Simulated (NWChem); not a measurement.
System: C₄H₇F; SMILES C(/C)(F)=C/C

NWChem input:

```
start job
memory heap 200 mb stack 900 mb global 1100 mb
geometry units angstroms noautoz
  C      0.030235     2.056738     0.000000
  C      0.680577     0.714096     0.000000
  C      0.072286    -0.473617     0.000000
  C     -1.374443    -0.810121     0.000000
  F      0.833993    -1.583193     0.000000
  H      0.332477     2.643796     0.883394
  H     -1.067208     1.999408     0.000000
  H      0.332477     2.643796    -0.883394
  H      1.775410     0.681808     0.000000
  H     -1.622493    -1.416418     0.886088
  H     -1.622493    -1.416418    -0.886088
  H     -2.005751     0.086113     0.000000
end
basis spherical
  * library 6-31g*
end
dft
  xc pbe0
  iterations 200
  vectors input hcore
end
task dft gradient
```

Excerpt of the output:

```
             Northwest Computational Chemistry Package (NWChem) 7.3.0
             --------------------------------------------------------

 CS  symmetry detected

                             Geometry "geometry" -> ""
                             -------------------------

 Output coordinates in angstroms (scale by  1.889725989 to convert to a.u.)

  No.       Tag          Charge          X              Y              Z
 ---- ---------------- ---------- -------------- -------------- --------------
    1 C                    6.0000     0.02322728     2.05940237     0.00000000
    2 C                    6.0000     0.67682756     0.71834349     0.00000000
    3 C                    6.0000     0.07142236    -0.47084306     0.00000000
    4 C                    6.0000    -1.37448528    -0.81085901     0.00000000
    5 F                    9.0000     0.83582139    -1.57856621     0.00000000
    6 H                    1.0000     0.32404290     2.64719254     0.88339400
    7 H                    1.0000    -1.07407328     1.99940773     0.00000000
    8 H                    1.0000     0.32404290     2.64719254    -0.88339400
    9 H                    1.0000     1.77173574     0.68871406     0.00000000
   10 H                    1.0000    -1.62106233    -1.41775654     0.88608800
   11 H                    1.0000    -1.62106233    -1.41775654    -0.88608800
   12 H                    1.0000    -2.00796765     0.08383940     0.00000000

 Effective nuclear repulsion energy (a.u.)     173.4163062744

      Symmetry information
      --------------------

 Group name             Cs
 Group number              2
 Group order               2
 No. of unique centers    10

                                 NWChem DFT Module
                                 -----------------

 Summary of "ao basis" -> "ao basis" (spherical)
 ------------------------------------------------------------------------------
       Tag                 Description            Shells   Functions and Types
 ---------------- ------------------------------  ------  ---------------------
 C                           6-31g*                  6       14   3s2p1d
 F                           6-31g*                  6       14   3s2p1d
 H                           6-31g*                  2        2   2s

      Symmetry analysis of basis
      --------------------------

        a'         60
        a"         24

            General Information
            -------------------
          SCF calculation type: DFT
          Wavefunction type:  closed shell.
          No. of atoms     :    12
          No. of electrons :    40
           Alpha electrons :    20
            Beta electrons :    20
          Charge           :     0
          Spin multiplicity:     1
          Use of symmetry is: on ; symmetry adaption is: on
          Maximum number of iterations: 200
          AO basis - number of functions:    84
                     number of shells:    44
          Convergence on energy requested:  1.00D-06
          Convergence on density requested:  1.00D-05
          Convergence on gradient requested:  5.00D-04

              XC Information
              --------------
                         PBE0 Method XC Functional
                     Hartree-Fock (Exact) Exchange  0.250
          PerdewBurkeErnzerhof Exchange Functional  0.750
            Perdew 1991 LDA Correlation Functional  1.000 local
           PerdewBurkeErnz. Correlation Functional  1.000 non-local

             Grid Information
             ----------------
          Grid used for XC integration:  medium
          Radial quadrature: Mura-Knowles
          Angular quadrature: Lebedev.
          Tag              B.-S. Rad. Rad. Pts. Rad. Cut. Ang. Pts.
          ---              ---------- --------- --------- ---------
          C                   0.70       49          10.0       434
          F                   0.50       49          11.0       434
          H                   0.35       45          11.0       434
          Grid pruning is: on
          Number of quadrature shells:   470
          Spatial weights used:  Erf1

      Non-variational initial energy
      ------------------------------

 Total energy =     173.416306
 1-e energy   =       0.000000
 2-e energy   =       0.000000
 HOMO         =     -12.704281
 LUMO         =     -12.680042

      Symmetry analysis of molecular orbitals - initial
      -------------------------------------------------

  Numbering of irreducible representations:

     1 a'          2 a"

  Orbital symmetries:

     1 a'          2 a'          3 a'          4 a'          5 a'
     6 a'          7 a'          8 a"          9 a'         10 a'
    11 a'         12 a'         13 a"         14 a'         15 a'
    16 a'         17 a"         18 a'         19 a'         20 a'
    21 a"         22 a'         23 a'         24 a"         25 a"
    26 a'         27 a'         28 a'         29 a"         30 a'

   convergence    iter        energy       DeltaE   RMS-Dens  Diis-err
 ---------------- ----- ----------------- --------- --------- ---------
 d= 0,ls=0.0,diis     1   -209.2665403993 -3.83D+02  7.31D-01  1.81D+02
 d= 0,ls=0.5,diis     2   -182.1240126138  2.71D+01  6.99D-01  1.22D+02
 d= 0,ls=0.5,diis     3   -218.1758718019 -3.61D+01  1.87D-01  1.32D+02
 d= 0,ls=0.5,diis     4   -245.5475497232 -2.74D+01  1.46D-01  3.85D+01
 d= 0,ls=0.5,diis     5   -255.5088999332 -9.96D+00  2.05D-02  3.75D+00
 d= 0,ls=0.5,diis     6   -256.0167341774 -5.08D-01  7.71D-03  7.92D-01
 d= 0,ls=0.5,diis     7   -256.1216297389 -1.05D-01  3.51D-03  2.10D-01
  Resetting Diis
 d= 0,ls=0.5,diis     8   -256.1528695247 -3.12D-02  2.04D-03  5.16D-02
 d= 0,ls=0.5,diis     9   -256.1626479762 -9.78D-03  1.50D-03  1.29D-02
 d= 0,ls=0.5,diis    10   -256.1656356844 -2.99D-03  5.64D-04  3.38D-03
 d= 0,ls=0.5,diis    11   -256.1663277857 -6.92D-04  3.68D-04  5.26D-04
 d= 0,ls=0.5,diis    12   -256.1664988012 -1.71D-04  2.02D-04  1.49D-04
 d= 0,ls=0.5,diis    13   -256.1665506926 -5.19D-05  1.02D-04  4.66D-05
 d= 0,ls=0.5,diis    14   -256.1665676823 -1.70D-05  5.53D-05  1.47D-05
 d= 0,ls=0.5,diis    15   -256.1665733878 -5.71D-06  3.12D-05  4.67D-06
 d= 0,ls=0.5,diis    16   -256.1665751992 -1.81D-06  1.75D-05  1.65D-06
 d= 0,ls=0.5,diis    17   -256.1665758190 -6.20D-07  1.02D-05  5.84D-07
 d= 0,ls=0.5,diis    18   -256.1665760202 -2.01D-07  5.88D-06  2.75D-07

         Total DFT energy =     -256.166576095865
      One electron energy =     -692.668845772699
           Coulomb energy =      297.587931756105
    Exchange-Corr. energy =      -34.501968353696
 Nuclear repulsion energy =      173.416306274425

 Numeric. integr. density =       40.000003568685

                  Occupations of the irreducible representations
                  ----------------------------------------------

                     irrep           alpha         beta
                     --------     --------     --------
                     a'               16.0         16.0
                     a"                4.0          4.0

                       DFT Final Molecular Orbital Analysis
                       ------------------------------------

 Vector   18  Occ=2.000000D+00  E=-3.810870D-01  Symmetry=a'
              MO Center=  4.5D-01,  4.5D-01,  5.3D-16, r^2= 3.4D+00
   Bfn.  Coefficient  Atom+Function         Bfn.  Coefficient  Atom+Function
  ----- ------------  ---------------      ----- ------------  ---------------
    59      0.270019   5 F  px               60      0.262596   5 F  py
     3      0.255611   1 C  px               17     -0.249682   2 C  px
    18      0.211023   2 C  py               63      0.188950   5 F  px
    64      0.184102   5 F  py                4     -0.177989   1 C  py
    77     -0.178024   9 H  s                73     -0.158553   7 H  s

 Vector   19  Occ=2.000000D+00  E=-3.552550D-01  Symmetry=a'
              MO Center=  1.4D-01, -8.7D-02, -8.8D-16, r^2= 3.5D+00
   Bfn.  Coefficient  Atom+Function         Bfn.  Coefficient  Atom+Function
  ----- ------------  ---------------      ----- ------------  ---------------
    59      0.329969   5 F  px               45      0.270150   4 C  px
    63      0.235077   5 F  px               31     -0.233101   3 C  px
    17      0.212151   2 C  px                3     -0.174881   1 C  px
    78      0.168340   9 H  s                32     -0.167283   3 C  py
    49      0.167546   4 C  px               60      0.161463   5 F  py

[...]

                         DFT ENERGY GRADIENTS

    atom               coordinates                        gradient
                 x          y          z           x          y          z
   1 C       0.043893   3.891706   0.000000    0.001524  -0.004142   0.000000
   2 C       1.279019   1.357472   0.000000   -0.003923   0.004932   0.000000
   3 C       0.134969  -0.889764   0.000000    0.001432  -0.008819   0.000000
   4 C      -2.597401  -1.532301   0.000000    0.003540   0.001853   0.000000
   5 F       1.579473  -2.983058   0.000000   -0.002937   0.004544   0.000000
   6 H       0.612352   5.002469   1.669373    0.001010   0.001919   0.002498
   7 H      -2.029704   3.778333   0.000000   -0.003453  -0.000160   0.000000
   8 H       0.612352   5.002469  -1.669373    0.001010   0.001919  -0.002498
   9 H       3.348095   1.301481   0.000000    0.004509  -0.001027   0.000000
  10 H      -3.063364  -2.679171   1.674464   -0.000425  -0.001966   0.002709
  11 H      -3.063364  -2.679171  -1.674464   -0.000425  -0.001966  -0.002709
  12 H      -3.794509   0.158433   0.000000   -0.001861   0.002914   0.000000
```

Level: PBE0/6-31G* (spherical d). Geometry: optimised at PBE0/def2-SVP.
